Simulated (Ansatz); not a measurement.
`[SH][Zr]([SH])([SH])[Cl]` and `[F][Zr]([SH])([SH])[SH]` differ in one atom or group.

Ansatz, PBE0-D4/def2-TZVP geometries, multiplicity 1. Each molecule was computed in one conformer, which needn't be the lowest.

Elements past krypton have def2 core potentials.

```json
{"property": "LUMO energy (PBE0/def2-TZVPP) / eV", "`[SH][Zr]([SH])([SH])[Cl]`": "-2.45"}
{"property": "size of the dipole moment (PBE/def2-TZVPP) / D", "`[SH][Zr]([SH])([SH])[Cl]`": "1.22"}
{"property": "HOMO energy (PBE/def2-TZVPP) / eV", "`[SH][Zr]([SH])([SH])[Cl]`": "-6.81"}
{"property": "ideal-gas entropy at 298 K and 1 bar (rigid rotor, harmonic PBE0-D4/def2-TZVP) / J/(mol·K)", "`[SH][Zr]([SH])([SH])[Cl]`": "433"}
{"property": "HOMO energy (ωB97M-V/def2-TZVPP) / eV", "`[SH][Zr]([SH])([SH])[Cl]`": "-10.12"}
{"property": "LUMO energy (B3LYP/def2-TZVPP) / eV", "`[SH][Zr]([SH])([SH])[Cl]`": "-2.62"}
```

Problem. Give the same properties after the change, and the shifts. (Estimate.)

Solution. Ansatz gave: 
```tsv
property	`[F][Zr]([SH])([SH])[SH]`	shift
LUMO energy (PBE0/def2-TZVPP) / eV	-2.19	0.26
size of the dipole moment (PBE/def2-TZVPP) / D	1.27	0.05
HOMO energy (PBE/def2-TZVPP) / eV	-6.68	0.13
ideal-gas entropy at 298 K and 1 bar (rigid rotor, harmonic PBE0-D4/def2-TZVP) / J/(mol·K)	413	-20
HOMO energy (ωB97M-V/def2-TZVPP) / eV	-9.97	0.15
LUMO energy (B3LYP/def2-TZVPP) / eV	-2.37	0.25
```

With PBE0 the HOMO rises by 0.14 eV and the LUMO rises by 0.26 eV, so the gap widens by about 0.12 eV. PBE moves the HOMO by 0.13 eV and ωB97M-V by 0.15 eV. Dipoles are sizes alone; their direction can turn.

B3LYP here is the variant with VWN-RPA as its local correlation; programs differ in this.
